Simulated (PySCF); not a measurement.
Computed shifts of a molecule C5H7F, PySCF with PBE/pcSseg-1, GIAO, gas phase, atoms alike by connectivity averaged where their shifts nearly agree, in ppm (number of nuclei): ¹³C: 147.2 (1), 118.4 (1), 83.1 (1), 19.3 (2). ¹⁹F: -241.4 (1). ¹H: 5.98 (1), 5.74 (1), 5.71 (1), 1.55 (2), 1.00 (2). References: ¹³C against TMS (σ = 182.0 ppm); ¹⁹F against CFCl3 (σ = 133.6 ppm); ¹H against TMS (σ = 31.49 ppm), references at their B3LYP-D3(BJ)/def2-TZVP geometries, non-relativistic. The structure is a stationary point at PBE0-D3(BJ)/def2-SVP. One conformer was computed; it need not be the lowest.

### Question
Pick the molecule that these values belong to.
A) CC#C[C@@H](C)F
B) C=C1CC[C@@H]1F
C) C/C=C/C=C\F
D) C=CC1(F)CC1

### Answer
D, C=CC1(F)CC1
